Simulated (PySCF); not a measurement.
C$_{6}$H$_{12}$O$_{3}$, triplet, at the geometry of the source list (a higher spin typed on purpose: for a closed-shell molecule this is an excited state); MP2/3-21G run with PySCF.

Input for PySCF:
```python
from pyscf import gto, scf, mp

mol = gto.Mole()
mol.atom = '''
    C     3.14610000    1.08270000    0.21070000
    O     2.18850000    0.09440000    0.48860000
    C     0.94080000    0.36990000   -0.09480000
    C    -0.04980000   -0.72150000    0.32480000
    C     0.40140000   -2.09790000   -0.13270000
    O    -1.32670000   -0.45940000   -0.26930000
    C    -2.10780000    0.45840000    0.30800000
    C    -3.41360000    0.58520000   -0.43330000
    O    -1.80060000    1.08720000    1.28570000
    H     2.83200000    2.06110000    0.59500000
    H     3.32450000    1.17160000   -0.86900000
    H     4.06360000    0.77410000    0.70670000
    H     1.02230000    0.38870000   -1.19430000
    H     0.56490000    1.34810000    0.24130000
    H    -0.15510000   -0.68790000    1.41630000
    H    -0.32320000   -2.85000000    0.16750000
    H     0.49820000   -2.11360000   -1.21490000
    H     1.36450000   -2.31720000    0.31780000
    H    -3.21760000    0.88920000   -1.45840000
    H    -4.04280000    1.31850000    0.06010000
    H    -3.90970000   -0.38160000   -0.45580000
'''
mol.basis = '3-21g'
mol.spin = 2
mol.verbose = 4
mol.build()

mf = scf.UHF(mol)
mf.kernel()

pt = mp.MP2(mf, frozen=9)
pt.kernel()
print('E(MP2) = %.10f' % pt.e_tot)
```

Output, abridged:

```
PySCF version 2.14.0

[INPUT] verbose = 4
[INPUT] num. atoms = 21
[INPUT] num. electrons = 72
[INPUT] charge = 0
[INPUT] spin (= nelec alpha-beta = 2S) = 2
[INPUT] symmetry False subgroup None
[INPUT] Mole.unit = angstrom
[INPUT] Symbol           X                Y                Z      unit          X                Y                Z       unit  Magmom
[...]
nuclear repulsion = 482.630763415994
number of shells = 69
number of NR pGTOs = 171
number of NR cGTOs = 105
basis = 3-21g
ecp = {}

******** <class 'pyscf.scf.uhf.UHF'> ********
method = UHF
initial guess = minao
damping factor = 0
level_shift factor = 0
DIIS = <class 'pyscf.scf.diis.CDIIS'>
diis_start_cycle = 1
diis_space = 8
diis_damp = 0
SCF conv_tol = 1e-09
SCF conv_tol_grad = None
SCF max_cycles = 50
direct_scf = True
direct_scf_tol = 1e-13
number electrons alpha = 37  beta = 35
Set gradient conv threshold to 3.16228e-05
init E= -457.939442895365

cycle= 1 E= -455.634608799147  delta_E=  2.3  |g|= 0.666  |ddm|= 3.19

cycle= 2 E= -455.830854079439  delta_E= -0.196  |g|= 0.706  |ddm|= 1.49

cycle= 3 E= -456.025968445821  delta_E= -0.195  |g|= 0.205  |ddm|= 0.784
cycle= 4 E= -456.065737299549  delta_E= -0.0398  |g|= 0.0806  |ddm|= 0.424
cycle= 5 E= -456.073733492133  delta_E= -0.008  |g|= 0.0284  |ddm|= 0.19
cycle= 6 E= -456.074867231276  delta_E= -0.00113  |g|= 0.0125  |ddm|= 0.0592
cycle= 7 E= -456.075192499713  delta_E= -0.000325  |g|= 0.00823  |ddm|= 0.0273
cycle= 8 E= -456.075421560262  delta_E= -0.000229  |g|= 0.00658  |ddm|= 0.021
cycle= 9 E= -456.075683393083  delta_E= -0.000262  |g|= 0.00544  |ddm|= 0.026
cycle= 10 E= -456.07594706395  delta_E= -0.000264  |g|= 0.00462  |ddm|= 0.0287
cycle= 11 E= -456.076241795831  delta_E= -0.000295  |g|= 0.00348  |ddm|= 0.0414
cycle= 12 E= -456.076499399222  delta_E= -0.000258  |g|= 0.00186  |ddm|= 0.0663
cycle= 13 E= -456.076516351846  delta_E= -1.7e-05  |g|= 0.00107  |ddm|= 0.00999
cycle= 14 E= -456.076527851699  delta_E= -1.15e-05  |g|= 0.000399  |ddm|= 0.0141
cycle= 15 E= -456.076528803678  delta_E= -9.52e-07  |g|= 0.00018  |ddm|= 0.00423
cycle= 16 E= -456.076528886366  delta_E= -8.27e-08  |g|= 9.98e-05  |ddm|= 0.000736
cycle= 17 E= -456.07652890452  delta_E= -1.82e-08  |g|= 5.08e-05  |ddm|= 0.000268
cycle= 18 E= -456.076528912803  delta_E= -8.28e-09  |g|= 3.04e-05  |ddm|= 0.000167
cycle= 19 E= -456.076528915803  delta_E= -3e-09  |g|= 1.5e-05  |ddm|= 0.000107
cycle= 20 E= -456.076528916711  delta_E= -9.08e-10  |g|= 7.08e-06  |ddm|= 6.27e-05
Extra cycle  E= -456.076528916797  delta_E= -8.5e-11  |g|= 5.22e-06  |ddm|= 1.02e-05
converged SCF energy = -456.076528916797  <S^2> = 2.0119497  2S+1 = 3.0079559

******** <class 'pyscf.mp.ump2.UMP2'> ********
nocc = (np.int64(28), np.int64(26)), nmo = (96, 96)
frozen orbitals 9
E(UMP2) = -456.910209138552  E_corr = -0.833680221755225
E(SCS-UMP2) = -456.908545041114  E_corr = -0.832016124317403
E_corr(same-spin) = -0.194307855910231
E_corr(oppo-spin) = -0.639372365844993
E(MP2) = -456.9102091386
```
